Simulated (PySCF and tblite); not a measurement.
Results of a calculation; reference values are marked as such.
C₇H₁₀F₂, numbered as in [F:1][CH:2]([F:3])[C@:4]12[CH2:5][CH2:6][C@H:7]([CH2:8]1)[CH2:9]2.

Search: ETKDG and KDG, MMFF94s, GFN2-xTB, 60 starts; geometries at GFN2-xTB. Weights use PBE0-D3(BJ)/def2-SVP energies plus GFN2-xTB zero-point and thermal terms (modes under about 100 cm⁻¹ blended into free rotors). Symmetry numbers and mirror images are counted. Conformers within 2.5 kcal/mol (GFN2-xTB free energy) were kept, 6 at most. Of two unlike H on one atom, a is the less shielded (B97-2/6-31G*). Programs: PySCF with density fitting and tblite.

An NOE distance is ⟨r⁻⁶⟩^(−1/6) over all pairs of like atoms and, for the average, over conformers.

Torsions listed: F1–C2–C4–C5. The 4-ring runs over atoms 4–8–7–9. The 5-ring runs over atoms 4–5–6–7–8. Of a mirror pair one member is shown.

```json
{"conformer": "1", "shape": "4-ring puckered (ring torsions 34, -34, 34, -34°); 5-ring envelope (ring torsions 0, 45, -67, 67, -44°); 180°", "weight %": "80.9"}
{"conformer": "2", "shape": "4-ring puckered (ring torsions 35, -35, 35, -35°); 5-ring envelope (ring torsions 0, 44, -67, 67, -44°); 59°", "weight %": "19.1"}
```

Q: Which H–H contacts under 3.5 Å would NOEs report (pairs on one atom left out) at 298.15 K?

A: 
| pair | in 1 (Å) | in 2 (Å) | average (Å) |
| --- | --- | --- | --- |
| H5 ··· H6 | 2.57 | 2.57 | 2.57 |
| H6 ··· H7 | 2.64 | 2.64 | 2.64 |
| H7 ··· H8a/H9a | 2.66 | 2.66 | 2.66 |
| H5 ··· H8b/H9b | 2.82 | 2.82 | 2.82 |
| H6 ··· H8b/H9b | 2.82 | 2.83 | 2.83 |
| H7 ··· H8b/H9b | 2.90 | 2.90 | 2.90 |
| H2 ··· H5 | 2.97 | 3.91 | 3.05 |
| H2 ··· H8a/H9a | 3.55 | 2.79 | 3.28 |

Longer pairs under the limit may be missing.

Q: In a model where alignment follows shape alone (order matrix 0.0005 × (3G/tr G − 1)/2, G the second moments of the atom positions; splitting J + 2D), what are the one-bond C–H dipolar couplings D?

A: H2 1.1 Hz (1.3 in conformer 1), H5 1.6 Hz (1.6 in conformer 1), H6 0.6 Hz (0.6 in conformer 1), H7 -1.1 Hz (-1.1 in conformer 1), H8b/H9b 1.7 Hz (1.7 in conformer 1), H8a/H9a 0.1 Hz (0.1 in conformer 1).


Conformer gaps in def2-SVP on xTB geometries can be 2 kcal/mol too large for S=O, P=O and other polar bonds.